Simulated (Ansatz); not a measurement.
Cost and result for the atomization energy of C2HCl2I, SMILES `ClC(Cl)=CI` (6 atoms, 5 bonds).

The species carries charge 0 and has multiplicity 1. Correlated methods include outer-core shells of I, which these sets cover unevenly. I takes the def2 core potential. All single points use the PBE0-D4/def2-TZVP geometry. Program: Ansatz. All runs use 4 threads of a server CPU on a shared host. Times are those of one run each, without the atoms' runs, and a repeat can differ threefold. Electronic energies, without spin–orbit coupling; frozen cores. CCSD(T)/CBS adds CCSD(T) − MP2 in def2-TZVPP to the MP2 limit, and its time is that of the two runs behind it. T1 = 0.010; the RHF reference is unstable towards UHF. With those shells the extrapolation isn't a true limit. B3LYP takes the VWN-RPA correlation (the form of Gaussian; ORCA's B3LYP/G).

CCSD(T)/CBS is a level of theory with its own doubt, some kJ/mol a heavy atom from the limit and from the frozen cores, so smaller differences don't rank the functionals.

| level | functions | wall time | atomization (kJ/mol) | difference from CCSD(T)/CBS | per bond |
| --- | --- | --- | --- | --- | --- |
| LDA (SPW92)/def2-TZVPP | 210 | 1.6 s | 2414.5 | 427.5 | 85.5 |
| revPBE-D4/def2-TZVPP | 210 | 2.9 s | 2034.0 | 47.0 | 9.4 |
| BLYP-D4/def2-TZVPP | 210 | 2.9 s | 1985.8 | -1.2 | -0.3 |
| PBE-D4/def2-TZVPP (with forces) | 210 | 3.4 s | 2105.7 | 118.7 | 23.7 |
| BHLYP-D4/def2-TZVPP | 210 | 5.5 s | 1860.9 | -126.1 | -25.2 |
| CCSD(T)/def2-SVP | 95 | 7 s | 1832.7 | -154.3 | -30.9 |
| B3LYP-D4/def2-TZVPP (with forces) | 210 | 7.5 s | 1962.9 | -24.1 | -4.8 |
| r2SCANh-D4/def2-TZVPP | 210 | 8 s | 1983.1 | -3.9 | -0.8 |
| B97M-V/def2-TZVPP | 210 | 12 s | 1996.8 | 9.8 | 2.0 |
| ωB97M-V/def2-TZVPP (with forces) | 210 | 17 s | 1983.4 | -3.6 | -0.7 |
| MP2/def2-QZVPP | 366 | 25 s | 2061.0 | 74.0 | 14.8 |
| CCSD(T)/def2-TZVPP | 210 | 3.2 min | 1910.8 | -76.2 | -15.2 |
| CCSD(T)/CBS(def2) | – | 3.6 min | 1987.0 | 0.0 | 0.0 |

From r2SCAN to r2SCAN0 (25 % exact exchange), in def2-TZVPP and without D4, the atomization energy moves by −60.5 kJ/mol: exact exchange takes away binding that semilocal exchange gives to molecules. Leaving LDA and LC-ωPBE aside and taking each functional with its dispersion term where it has one, the values spread over 244.9 kJ/mol, from BHLYP-D4 to PBE-D4. LDA lies +331.4 kJ/mol from PBE without D4, its usual overbinding. The D4 term adds +37.5 kJ/mol with B3LYP and +19.4 kJ/mol with PBE0; it sums over pairs of atoms, weighted by their polarisabilities, and B3LYP, whose exchange is more repulsive, gets the larger term.

Spin–orbit coupling would lower the free I atoms strongly, and the atomization energy with them, by more than many differences here.
